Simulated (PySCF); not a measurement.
## Co (cobalt, neutral) across methods

[Ar] 3d9, 2D determinant (an excited configuration). Computed with PySCF 2.14 in ANO-RCC-VTZP (6s5p3d2f1g, 59 functions), with the spin-free X2C one-electron Hamiltonian (Gaussian nucleus).

```json
{"method": "wB97X", "E (hartree)": "-1393.108", "mean ε 3p β (eV)": "-61.399", "mean ε 3d α (eV)": "-4.504", "mean ε 3d β (eV)": "-3.594", "Σ⟨r²⟩ (bohr²)": "31.31", "⟨S²⟩": "0.754"}
{"method": "LDA", "E (hartree)": "-1390.444", "mean ε 3p β (eV)": "-55.652", "mean ε 3d α (eV)": "-0.997", "mean ε 3d β (eV)": "-0.141", "Σ⟨r²⟩ (bohr²)": "34.79", "⟨S²⟩": "0.790"}
{"method": "PBE", "E (hartree)": "-1392.860", "mean ε 3p β (eV)": "-55.799", "mean ε 3d α (eV)": "-0.826", "mean ε 3d β (eV)": "-0.018", "Σ⟨r²⟩ (bohr²)": "34.36", "⟨S²⟩": "0.771"}
{"method": "PBEsol", "E (hartree)": "-1391.596", "mean ε 3p β (eV)": "-55.646", "mean ε 3d α (eV)": "-0.818", "mean ε 3d β (eV)": "0.027", "Σ⟨r²⟩ (bohr²)": "34.08", "⟨S²⟩": "0.766"}
{"method": "r2SCAN", "E (hartree)": "-1393.037", "mean ε 3p β (eV)": "-57.283", "mean ε 3d α (eV)": "-0.783", "mean ε 3d β (eV)": "0.123", "Σ⟨r²⟩ (bohr²)": "33.12", "⟨S²⟩": "0.766"}
{"method": "PBE0", "E (hartree)": "-1392.839", "mean ε 3p β (eV)": "-59.358", "mean ε 3d α (eV)": "-2.089", "mean ε 3d β (eV)": "-1.099", "Σ⟨r²⟩ (bohr²)": "31.33", "⟨S²⟩": "0.758"}
{"method": "UHF", "E (hartree)": "-1391.57564", "mean ε 3p β (eV)": "-70.166", "mean ε 3d α (eV)": "-6.271", "mean ε 3d β (eV)": "-4.728", "Σ⟨r²⟩ (bohr²)": "27.40", "⟨S²⟩": "0.760"}
{"method": "BHandHLYP", "E (hartree)": "-1393.003", "mean ε 3p β (eV)": "-63.022", "mean ε 3d α (eV)": "-3.514", "mean ε 3d β (eV)": "-2.410", "Σ⟨r²⟩ (bohr²)": "29.52", "⟨S²⟩": "0.756"}
```

The highest occupied level is positive at LDA, PBE, PBEsol, r2SCAN: only the finite basis holds that electron, which in a density functional comes from self-interaction.
